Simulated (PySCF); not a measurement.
## Peak assignment

Geometry:
| atom | x (Å) | y (Å) | z (Å) |
| --- | --- | --- | --- |
| N1 | 0.493 | 2.058 | -0.468 |
| Si2 | 0.271 | 0.427 | -0.978 |
| O3 | 1.666 | -0.359 | -0.710 |
| Si4 | 3.057 | -0.659 | 0.053 |
| C5 | -1.123 | -0.271 | 0.067 |
| C6 | -2.049 | -1.309 | -0.500 |
| C7 | -2.544 | 0.079 | -0.272 |
| H8 | 1.329 | 2.542 | -0.751 |
| H9 | -0.292 | 2.687 | -0.462 |
| H10 | 0.060 | 0.196 | -2.411 |
| H11 | 2.808 | -0.790 | 1.489 |
| H12 | 3.967 | 0.458 | -0.213 |
| H13 | 3.526 | -1.905 | -0.546 |
| H14 | -0.916 | -0.373 | 1.126 |
| H15 | -1.893 | -1.634 | -1.518 |
| H16 | -2.403 | -2.094 | 0.153 |
| H17 | -2.723 | 0.702 | -1.136 |
| H18 | -3.242 | 0.251 | 0.534 |

How the numbers were obtained: geometry from GFN2-xTB, NMR shieldings at PBE0/pcSseg-1/GIAO, in PySCF (relativity neglected, no solvent model, one conformer, rapidly exchanging positions averaged).

Chemical shifts δ = σref − σ; ¹³C, ¹H against TMS, all at this level.

Question: Assign these signals to the numbered atoms. ¹³C{¹H} NMR (computed): δ 1.1 (CH2), -0.6 (CH), -0.7 (CH2).

Answer: 
1.1 → C6, three-membered-ring carbon: carbons of three-membered rings are unusually shielded
-0.6 → C5, three-membered-ring carbon
-0.7 → C7, three-membered-ring carbon

C6 and C5; C5 and C7 lie closer than the usual error of such a calculation, so a measured spectrum could show them in the other order.

Question: Assign these signals to the numbered atoms. ¹H NMR (500 MHz, computed): δ 5.21 (s, 3H), 4.66 (d, 1H), 0.65 (br s, 2H), 0.52 (m, 1H), 0.50 (m, 1H), 0.20 (m, 1H), -0.06 (m, 1H), -0.14 (m, 1H).

Answer: 
5.21 → H11/H12/H13, hydrogen on a silicon bonded to O
4.66 → H10, hydrogen on a silicon bonded to C, N, O
0.65 → H8/H9, hydrogen on a nitrogen bonded to Si: labile proton, position sensitive to the medium
0.52 → H16, hydrogen on a three-membered-ring carbon: cyclopropane-type protons are shielded by the ring
0.50 → H18, hydrogen on a three-membered-ring carbon
0.20 → H15, hydrogen on a three-membered-ring carbon
-0.06 → H17, hydrogen on a three-membered-ring carbon
-0.14 → H14, hydrogen on a three-membered-ring carbon

H16 and H18; H17 and H14 lie closer than the usual error of such a calculation, so a measured spectrum could show them in the other order.

OH/NH shifts are gas-phase values; hydrogen bonding in solution moves them, usually downfield. Shifts are as computed. Against solution values, carbons near 30 ppm lie about +3 ppm off and those near 130 ppm about +5 ppm. Of 1211 compounds with measured shifts, 218 miss one by over three times the rms of a fit or turn the order of signals round; such compounds aren't used in these exercises. Multiplicities follow the n + 1 count of equivalent neighbours, as no J values were calculated; m marks all less simple cases, F and P coupling included.
